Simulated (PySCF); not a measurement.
UHF on Br⁺ (bromine, charge +1)

Configuration: [Ar] 3d10 4s2 4p4, high-spin 3P determinant. Calculation: PySCF 2.14, in cc-pVDZ-PP with ECP10MDF (4s3p2d, 23 functions); scalar relativity through the core potential.

- Total energy: -415.078635 hartree
- One-electron energy: -719.7309 hartree
- Hartree (Coulomb) energy: 334.2285 hartree
- Exchange energy: -29.5762 hartree
- ⟨S²⟩: 2.0059
- ⟨L²⟩: 2.018
- Sum of ⟨r⟩: 21.55 bohr
- Sum of ⟨r²⟩: 31.49 bohr²
- Traceless quadrupole moment −½Σ⟨3z² − r²⟩ along its main axis: -1.97 e·bohr²
- Time after the integrals: 0.05 s of wall time on 1 thread of Neoverse-V2 (shared host)

```csv
shell,electrons,mean orbital energy (eV),spread (eV),"rms radius, mean of both spins (bohr)"
3s α,1,-279.75,0,0.590
3s β,1,-279.16,0,0.590
3p α,3,-218.45,0.772,0.609
3p β,3,-217.78,0.020,0.609
3d α,5,-97.268,0.725,0.643
3d β,5,-96.836,0.365,0.643
4s α,1,-40.633,0,1.78
4s β,1,-34.519,0,1.78
4p α,3,-23.540,1.923,2.13
4p β,1,-20.962,0,2.13
```

Energies and moments cover only the electrons outside the core potential.
